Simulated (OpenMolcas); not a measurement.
An OpenMolcas run meant for neutral barium (ANO-R3, X2C; inactive shells 1s 2s 2p 3s 3p 3d 4s 4p 4d 5s 5p; intended active space 2 electrons in 8 orbitals (6s 6p 7s 7p)). One step of its input:

```
&CASPT2
Multistate=1 1
Frozen=14 9
IPEA=0.25
Imaginary=3.0
MaxIter=60
WThr=0.0 0.3 0.05
PrWF=0.5
NoMix
```

The run finished. Its levels beside those of a sound run (MS-CASPT2, IPEA 0.25 Eh, imaginary shift 0.1 Eh (closed shells correlated: 5s 5p)), in cm⁻¹ above each run's lowest level:

| Level | This run | Usual run |
| --- | --- | --- |
| 6s² ¹S₀ | 0.0 | 0.0 |
| 6s 6p ³P°₀ | 16485 | 17652 |
| 6s 6p ³P°₁ | 17044 | 18211 |
| 6s 6p ³P°₂ | 18162 | 19329 |

**Question.** Which setting is unsound, and how much does it matter here?

**Answer.** The level shift is far above the usual 0.1 to 0.3 hartree and damps the second-order energy. Against the sound run the excited levels shown move by 1200 cm-1 on average and by 1200 cm-1 at most.

The run also gave levels led by 6s 7s, which use shells meant for correlation; these and all levels above them are left out. The ANO-R sets hold no well-fitted valence p shell for this element, so s → p excitations can come out far too high. Only configurations of the active space appear.

° marks odd parity.
